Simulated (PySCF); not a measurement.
CCl2F, doublet (typed; the unrestricted solution is spin-contaminated), geometry from GFN2-xTB, with bond 1-2 at 1.6 times its length. Base run: B3LYP/STO-3G (PySCF).

The PySCF input:
```python
from pyscf import gto, scf, dft

mol = gto.Mole()
mol.atom = '''
    F    -0.05928610    2.38215013   -0.29867704
    C    -0.01635213    0.31964443    0.30494405
    Cl    1.47801092   -0.44134869    0.00095220
    Cl   -1.44937648   -0.52313725   -0.07029291
'''
mol.basis = 'sto-3g'
mol.spin = 1
mol.verbose = 4
mol.build()

mf = dft.UKS(mol)
mf.xc = 'b3lyp'
mf.kernel()
```

Each row names what was changed in the base input (with any setting that the change needs).

| change | ΔE vs base (mEh) | SCF cycles | <S^2> | outcome |
|---|---|---|---|---|
| base | 0.000 | 30 | 0.986 | converged |
| DIIS = EDIIS | - | 50 | - | not converged |
| init_guess = mod_huckel | 0.000 | 28 | 0.986 | converged |
| diis_space = 20 | 0.000 | 45 | 0.986 | converged |
| level_shift = 0.1 (with mf.max_cycle = 100) | 0.000 | 28 | 0.986 | converged |
| diis = off; damp = 0.6 (with mf.diis_start_cycle = 200; with mf.max_cycle = 150) | - | 150 | - | not converged |
| damp = 0.5; diis_start_cycle = 5 | - | 50 | - | not converged |
| init_guess = 1e | 0.000 | 20 | 0.986 | converged |
| init_guess = atom | 0.000 | 48 | 0.986 | converged |
| conv_tol = 1e-6 | 0.000 | 25 | 0.986 | converged |
| level_shift = 0.3 (with mf.max_cycle = 100) | 30.026 | 33 | 1.272 | another SCF solution |
| init_guess = sap | 0.000 | 28 | 0.986 | converged |
| diis_space = 4 | 0.000 | 26 | 0.986 | converged |

A guess, shift, damping, solver or small numerical setting can't move a converged solution much, so rows marked as another SCF solution ended in a different state.

Open shells are given as the SCF converged; they aren't shown to be the lowest states, and a large step between rows can be another state.
